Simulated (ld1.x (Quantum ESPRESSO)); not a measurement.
# Before and after: RRKJ potential for Cu (Z = 29)

ld1.x (Quantum ESPRESSO) 7.5 input, shortened:

```
&input
   title='Cu', zed=29., rel=1, dft='PZ', iswitch=3,
   config='[Ar] 3d10 4s1 4p0'
 /
 &inputp
   pseudotype=2, tm=.false., lloc=0,
   nlcc=.true., rcore=0.45
 /
3
4P  2  1   0.00   0.00  3.90  3.90  0.0
3D  3  2  10.00   0.00  1.00  1.00  0.0
4S  1  0   1.00   0.00  1.80  1.80  0.0
 &test
   configts(1)='3d10 4s1 4p0'
 /
```

All-electron outer shells of the reference configuration (LDA (PZ), scalar-relativistic, ld1.x):

```csv
shell,level (eV),outermost node (bohr),outermost maximum (bohr)
3s,-114.15,0.29,0.61
3p,-72.03,0.26,0.62
3d,-5.32,–,0.60
4s,-4.87,0.89,2.24
4p,-0.79,0.98,3.52
```

Change: wave 3d (bound): rc 1.00 bohr becomes 3d (bound): rc 0.68 bohr.

Cutoffs: the cutoffs (Ry, on a coarse ladder) from which the occupation-weighted sum of valence levels, in a spherical-Bessel basis at the reference potential, stays within 10 and 1 mRy of its value at 400 Ry; they do not see the model core or the augmentation charge, which bear on the density cutoff. Errors are all-electron minus pseudo energies relative to the spin-unpolarised reference configuration.

Problem. Predict the effect on cutoff, ghosts and configuration errors.

Solution. The errors of the 9 common tests hardly move; neither file shows a bound ghost.

| quantity | base | changed |
| --- | --- | --- |
| cutoff, loose | 180 Ry | over 300 Ry |
| cutoff, tight | 260 Ry | over 300 Ry |
| loose cutoff by channel (10 mRy a level) | d 160 Ry, s 8 Ry | d 300 Ry, s 8 Ry |
| bound ghosts | none | none |
| error for 3d10 4s0 4p0, meV [ΔE 8.43 eV] | -20 | -22 |
| error for 3d9 4s0 4p0, meV [ΔE 30.12 eV] | -208 | -211 |
| error for 3d8 4s0 4p0, meV [ΔE 69.49 eV] | -1402 | -1465 |
| error for 3d9 4s1 4p1, meV [ΔE 6.93 eV] | -253 | -265 |
| error for 3d10 4s0.5 4p0, meV [ΔE 3.30 eV] | -4.2 | -4.6 |
| error for 3d10 4s0 4p1, meV [ΔE 4.26 eV] | -4.9 | -5.6 |
| error for 3d9 4s2 4p0, meV [ΔE 2.00 eV] | -275 | -292 |
| error for 3d10 4s1 4p0 (spin-polarised), meV [ΔE -0.18 eV] | -0.3 | -0.3 |
| error for 3d9 4s0 4p0 (spin-polarised), meV [ΔE 29.88 eV] | -197 | -201 |
| s: phases at 4.27 bohr within 0.05 rad from the reference energy up to (Ry; the scan ends near 5) | 0.8 | 0.8 |
| p: phases at 4.27 bohr within 0.05 rad from the reference energy up to (Ry; the scan ends near 5) | 1.4 | 1.4 |
| d: phases at 4.27 bohr within 0.05 rad from the reference energy up to (Ry; the scan ends near 5) | n/a | n/a |
